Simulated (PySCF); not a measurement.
Si(Br)2(OH)2 (Br₂H₂O₂Si), SMILES Br[Si](O)(O)Br. Atoms are numbered in the order given.

```xyz
7

O     -0.0781     1.3784     1.5868
Si     0.0000     0.0000     0.6886
O      0.0781    -1.3784     1.5868
Br    -1.8345     0.0058    -0.5580
Br     1.8345    -0.0058    -0.5580
H      0.7405     1.6624     2.0145
H     -0.7405    -1.6624     2.0145
```

Geometry: B3LYP-D3(BJ)/def2-SVP. This is a generated structure with no PubChem entry under its InChIKey; it may be hypothetical. The values are those of a single conformer.

The numbers are results of KT2/pcSseg-1 run with PySCF, not measurements.

GIAO shieldings, no solvent; atoms alike by connectivity are averaged. δ = σ(ref) − σ: ¹⁷O against H2O (σ = 330.4 ppm); ²⁹Si against TMS (σ = 361.9 ppm); ¹H against TMS (σ = 31.47 ppm), references at their B3LYP-D3(BJ)/def2-TZVP geometries, non-relativistic (without spin–orbit terms, shifts of atoms bonded to Cl or Br come out too high).

| nucleus | atoms | count | δ (ppm) |
|---|---|---|---|
| ¹⁷O | O1, O3 | 2 | 120.7 |
| ²⁹Si | Si2 | 1 | -2.9 |
| ¹H | H6, H7 | 2 | 3.16 |
